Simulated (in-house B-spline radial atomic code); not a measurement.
**KLI/ALDAx excitations of Cl7+**

Method: KLI/ALDAx. Computed with an all-electron radial atomic-structure program (B-spline basis): linear response of the closed shell [He] 2s2 2p6 with the adiabatic LDA exchange kernel on the exchange-only KLI potential; scalar-relativistic (spin-free one-electron X2C), finite nucleus, no spin-orbit coupling, no double excitations, S, P, D and F terms only. Only terms of natural parity with L up to 3 were computed.

Command:
```bash
python run_td.py task.json out
```
Settings (radii: box in bohr, nucleus in fm):
```
Z                        17
electrons                10
configuration            [He] 2s2 2p6
hamiltonian              x2c
method                   kli
box_radius               12.81
rms_radius               3.3654
intervals                103
```

Run time, properties included: 0.3 s on 1 thread of Intel(R) Xeon(R) Platinum 8488C (Sapphire Rapids), on a shared host.

The lowest states, in the order of their Tamm-Dancoff energies; the method's threshold (minus the highest occupied level) is 350.43 eV. Labels give the largest channel, * marks a mixed state, and oscillator strengths are full-response dipole values. Semilocal kernels can invert the small singlet-triplet splittings of Rydberg terms. Energies in eV:

| state | full response | Tamm-Dancoff | oscillator strength |
| --- | --- | --- | --- |
| 2p → 3s 3P | 209.10 | 209.12 | - |
| 2p → 3s 1P | 210.78 | 210.81 | 0.213 |
| 2p → 3p 3S | 222.83 | 222.88 | - |
| 2p → 3p 3D | 224.68 | 224.69 | - |
| 2p → 3p 1D | 226.03 | 226.03 | - |
| 2p → 3p 1S | 234.68 | 235.32 | - |
| 2p → 3d 3P | 243.93 | 243.94 | - |
| 2p → 3d 3F | 244.60 | 244.61 | - |
| 2p → 3d 1F | 245.75 | 245.75 | - |
| 2p → 3d 1P | 250.02 | 250.22 | 1.82 |
| 2s → 3s 3S | 269.70 | 269.72 | - |
| 2s → 3s 1S | 273.04 | 273.19 | - |
| 2p → 4s 3P | ? | ? | - |
| 2p → 4s 1P | ? | ? | ? |
| 2p → 4p 3S | 284.76 | 284.77 | - |
| 2p → 4p 3D | 285.27 | 285.27 | - |
| 2s → 3p 3P | 285.61 | 285.62 | - |
| 2p → 4p 1D | 285.71 | 285.71 | - |
| 2s → 3p 1P | 286.92 | 286.94 | 0.364 |
| 2p → 4p 1S | 289.29 | 289.62 | - |
| 2p → 4d 3P | 292.37 | 292.37 | - |
| 2p → 4d 3F | 292.57 | 292.58 | - |

(1) Where does 2p → 4s 1P lie?

(2) Where does 2p → 4s 3P lie?

(3) How large is the singlet-triplet splitting of 2p → 3s (P terms) in Tamm-Dancoff?

(4) What polarisabilities and dispersion coefficient does the method give?

Results:

(1) At 279.88 eV in full response, 279.89 eV in Tamm-Dancoff, oscillator strength 0.0276.

(2) At 279.36 eV in full response, 279.36 eV in Tamm-Dancoff.

(3) 1.69 eV, from the unrounded values.

(4) Dipole 0.05114 bohr³, quadrupole 0.0176 bohr⁵, C6 0.02187 hartree·bohr⁶ for two such species.
